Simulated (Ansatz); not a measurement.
Reaction (ligand exchange at the Sn–F bond): `C[O][Sn][F]` + HBr → `C[O][Sn][Br]` + H–F

Computed with Ansatz on PBE0-D4/def2-TZVP structures; ΔE is electronic, products minus reactants. CCSD(T)/CBS adds triple-zeta CCSD(T) − MP2 to the extrapolated MP2 energy (def2 sets, frozen cores). This one scheme is used for every species. DFT in def2-TZVPP. def2 core potentials past Kr. For Br, Sn outer-core shells are correlated without core-valence functions, which leaves a few kJ/mol of doubt a bond. Scalar relativity is left out up to krypton. Each species was taken in one conformer, which may not be the lowest.

| level | ΔE (eV) |
| --- | --- |
| B97M-V | -0.31 |
| ωB97M-V | -0.38 |
| PBE0 | -0.47 |
| MP2/CBS(def2) | -0.55 |

**Question.** What does CCSD(T)/CBS give? (Estimate.)

**Answer.** The calculation gave: -0.47 eV. The listed levels differ from it by 0.16, 0.09, 0.00, -0.08 eV.

Largest T1 diagnostic among the species: 0.017.

From PBE to PBE0 (25 % exact exchange), in def2-TZVPP and without D4, ΔE moves by −0.08 eV. Leaving LDA and LC-ωPBE aside and taking each functional with its dispersion term where it has one, the values, not all of them listed here, spread over 0.21 eV, from HSE06-D4 to B97M-V. LDA lies −0.04 eV from PBE without D4. The D4 term adds −0.07 eV with B3LYP and −0.04 eV with PBE0; it sums over pairs of atoms, weighted by their polarisabilities, and B3LYP, whose exchange is more repulsive, gets the larger term.

B3LYP here is the variant with VWN-RPA as its local correlation; programs differ in this.
